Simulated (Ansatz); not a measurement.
Reactions of `CC(C)O[SiH3]`.

Isolated molecules relaxed with PBE0-D4/def2-TZVP in Ansatz; ΔE leaves out vibrations. CCSD(T)/CBS is the MP2 limit (def2-TZVPP, def2-QZVPP) plus CCSD(T) − MP2 in def2-TZVPP, frozen cores. This one scheme is used for every species, atoms too. Functionals use def2-TZVPP. Open shells (•) are unrestricted, without spin–orbit coupling. Spin–orbit coupling would lower the free atoms: a little for C, O, Si. Elements past krypton have def2 core potentials. For In outer-core shells are correlated without core-valence functions, so the limit isn't a true one: a few kJ/mol of doubt a bond, and 10 to 20 or more in all where bonds break to atoms. Each species was taken in one conformer, which may not be the lowest.

```csv
reaction,HF/CBS(def2) (eV),CCSD/CBS(def2) (eV),PBE-D4 (eV),CCSD(T)/CBS(def2) (eV)
`CC(C)O[SiH3]` → silanol + propene,0.50,0.70,0.77,0.71
`CC(C)O[SiH3]` + `F[CH2][InH2]` → `C[CH](F)[InH2]` + `CCO[SiH3]`,0.04,0.04,0.02,0.04
`CC(C)O[SiH3]` + H₂ → `CCO[SiH3]` + CH₄,-0.80,-0.59,-0.56,-0.54
`CC(C)O[SiH3]` → 3 C• + 10 H• + O• + Si•,43.82,57.51,58.59,58.14
`CC(C)O[SiH3]` → `CCO[SiH3]` + `[CH2]` (triplet),3.08,4.55,4.70,4.67
`CC(C)O[SiH3]` + `[CH3][Al]([OH])[F]` → `CC(C)[O][Al]([CH3])[F]` + silanol,0.04,0.06,0.05,0.06
`CC(C)O[SiH3]` + `[SiH3][SiH]1[CH2][AlH]1` → `C[C@@H]1[AlH][Si@H]1[SiH3]` + `CCO[SiH3]`,0.27,0.29,0.22,0.29
`CC(C)O[SiH3]` + `C[CH2][InH2]` → `C[CH2][InH][CH](C)C` + silanol,0.00,-0.33,-0.27,-0.37
`CC(C)O[SiH3]` → H₂ + `CC(C)O[SiH]`,2.24,2.08,1.92,2.03
`CC(C)O[SiH3]` + `[NH2][AlH][SiH2]S` → `CS[SiH2][AlH][NH2]` + `CCO[SiH3]`,0.30,0.31,0.22,0.29
```

Largest T1 diagnostic: 0.014, for `CC(C)O[SiH]`.
